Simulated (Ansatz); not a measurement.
Ansatz (a quantum-chemistry and plane-wave program) input file for C₃H₈O₂Si, SMILES O[SiH2]O/C=C/C, PBE/def2-SVPD. Coordinates come from a B3LYP-D3(BJ)/def2-SVP optimisation. The structure was generated by enumeration; whether it is a known compound was not checked. Other conformers were not sampled.

Ansatz 0.2 input:
```yaml
crystal:
  periodic: [false, false, false]
  atoms:
    - {symbol: C, position_ang: [3.26733548, 0.77525169, 0.50478102]}
    - {symbol: C, position_ang: [1.84269796, 1.08480985, 0.15805530]}
    - {symbol: C, position_ang: [0.82047861, 0.25837191, 0.39705137]}
    - {symbol: O, position_ang: [-0.47074134, 0.57467284, 0.08944941]}
    - {symbol: Si, position_ang: [-1.77177612, -0.47706381, 0.08189178]}
    - {symbol: O, position_ang: [-1.75825565, -1.49915126, -1.22585761]}
    - {symbol: H, position_ang: [3.68511778, 1.51982967, 1.20515330]}
    - {symbol: H, position_ang: [3.36523999, -0.21683077, 0.97341583]}
    - {symbol: H, position_ang: [3.91445842, 0.78913459, -0.38990141]}
    - {symbol: H, position_ang: [1.61844714, 2.04649085, -0.31672057]}
    - {symbol: H, position_ang: [0.97331824, -0.72215109, 0.87107969]}
    - {symbol: H, position_ang: [-1.70083913, -1.36928296, 1.26430016]}
    - {symbol: H, position_ang: [-2.95320787, 0.41914610, 0.07870091]}
    - {symbol: H, position_ang: [-1.84876509, -1.10221638, -2.10057359]}
basis:
  gaussian:
    orbitals: def2-SVPD
hamiltonian:
  xc: {name: PBE}
```

Program output:

```
WARN ansatz: RAYON_NUM_THREADS=2 ignored (pool sized by the plan → 2); use --threads N
Functional definition: PBE
integrals: 0.14 GiB planned
1617 factors; their error is unknown
mean field: 0.91 GiB planned
mean field evaluation 1: about -15178.7930 eV, gradient 8.7e1 eV
mean field evaluation 2: about -15125.3653 eV, gradient 1.8e2 eV
mean field evaluation 4: about -15193.9686 eV, gradient 1.5e1 eV
mean field evaluation 8: about -15194.4710 eV, gradient 2.1e-1 eV
mean field evaluation 16: about -15194.3900 eV, gradient 1.9e-4 eV
mean field -15194.39003426 eV, -558.3835346315 hartree, gradient 3.1e-5 eV, S^2 0.000000; 0 other end points of the search recorded, 0 dependent functions left out
reference -15194.39009104 eV, -558.3835367183 hartree; 28, 28 occupied and 166, 166 virtual orbitals, 1617 factors
Total energy: -15194.39009104 eV, -558.3835367183 hartree
```

The calculation finished and met its thresholds.
